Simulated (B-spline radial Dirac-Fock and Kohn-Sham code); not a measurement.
In the model described below, an L1 (2s) vacancy in iron as Fe¹¹⁺, [Ne] 3s2 3p3, lives for 3.8 fs, which corresponds to a natural width of 0.173 eV. Out of 1000 such holes, about 14 decay by emitting a photon and the rest by ordinary Auger emission. The strongest X-ray line is Lβ3 (L1-M3) at 854.2 eV, with 63 % of the radiative rate. The strongest electron group is L1-M1M3 near 463 eV, with 49 % of the non-radiative rate.

Model: independent-particle radiative and Coulomb Auger rates from relativistic LDA hole-state orbitals, with Dirac-Fock energies. Program: a radial atomic solver.

Values without a named source are computed, but for edge energies of neutral atoms, which are taken from tables.
